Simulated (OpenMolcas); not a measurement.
**Levels of Bi2+ by method**

```json
{
  "Program": "OpenMolcas 26.06",
  "Basis": "ANO-RCC-VTZP [8s7p5d3f2g]",
  "Scalar Hamiltonian": "DKH2, point nucleus",
  "Active space": "3 electrons in 9 orbitals (RAS2 6s 6p; RAS3 6d, at most 2 electrons)",
  "State averaging": "2S+1 = 4 odd, 1 root; 2S+1 = 2 odd, 11 roots; 2S+1 = 4 even, 3 roots; 2S+1 = 2 even, 9 roots",
  "Spin-orbit coupling": "RASSI with atomic mean-field integrals over the reference wave functions, term energies averaged over their components"
}
```

Methods on the same reference wave functions:
A. RASSCF
B. SS-RASPT2, IPEA 0.25 Eh, imaginary shift 0.1 Eh (closed shells correlated: 5d)
C. MS-RASPT2, IPEA 0.25 Eh, imaginary shift 0.1 Eh (closed shells correlated: 5d)
D. XMS-RASPT2, IPEA 0.25 Eh, imaginary shift 0.1 Eh (closed shells correlated: 5d)

Energies in eV above 6s² 6p ²P°_1/2, the measured ground level; measured values from Moore, Atomic Energy Levels, vol. III, NSRDS-NBS 35 (1971 reprint of NBS Circular 467, 1958).

```csv
Level,A,B,C,D,Measured
6s² 6p ²P°_1/2,0.0000,0.0000,0.0000,0.0000,0.0000
6s² 6p ²P°_3/2,2.2644,2.264,2.275,2.274,2.5774
6s 6p² ⁴P_1/2,8.0748,8.988,9.014,9.114,8.7104
6s 6p² ⁴P_3/2,9.2914,10.283,10.309,10.406,10.2954
6s 6p² ⁴P_5/2 [68 %],10.2025,11.089,11.114,11.214,11.0639
6s 6p² ²D_3/2,11.6089,12.100,12.125,12.227,13.4629
```

Deviations, from unrounded energies. A percentage is the sum of absolute deviations over the sum of measured energies, with the sign that they share, or ± where signs differ.

```csv
Against measurement,Levels,A,B,C,D
mean absolute deviation (cm-1),5,7500,3200,3200,3600
fine structure of the ground term (%),1,-12.1,-12.1,-11.7,-11.8
other configurations (%),4,-10.0,±3.9,±3.9,±4.4
```

B, C lie about equally close to measurement and A furthest from it. The largest miss of B in the table is 6s 6p² ²D_3/2, by -11000 cm-1. The ranking rests on the paired levels alone, and a cruder setting can come out closer through cancelling errors.

Among B to D the level of the table that moves most is 6s 6p² ²D_3/2, by 1000 cm-1 (lowest in B, highest in D). Moves below CASPT2's spread within the term are not significant.

The two smallest mean deviations differ by little beside CASPT2's spread within terms, so their order carries little weight.

The lowest spin-free term lies below A's lowest term by 0.417 hartree in B, 0.418 hartree in C, 0.423 hartree in D.

CASPT2 does not keep the components of a term degenerate, so their means are used; among the terms shown or strongly mixed into the levels shown the widest spread is 90 cm-1 (6s 6p² ²D, D). The run also gave levels led by 6s 6p 6d, which use shells meant for correlation; these and all levels above them are left out. Spin-orbit splittings of 6p shells tend to come out small when the coupling is added on scalar orbitals. Some terms mix strongly with configurations of 6d, whose occupation reaches 0.31 (6s 6p² ²D). Computed and measured levels are paired by configuration, term and J; levels that our copy of the source lacks, or whose pairing is in doubt (as where it misses far off the trend of its configuration), stay unpaired and out of the deviations. Only configurations of the active space appear. The table leaves out levels that lie high or whose names do not pair safely across all columns.

A share in square brackets marks a mixed level and gives the weight of the term that names it, the lowest over the columns. ° marks odd parity.
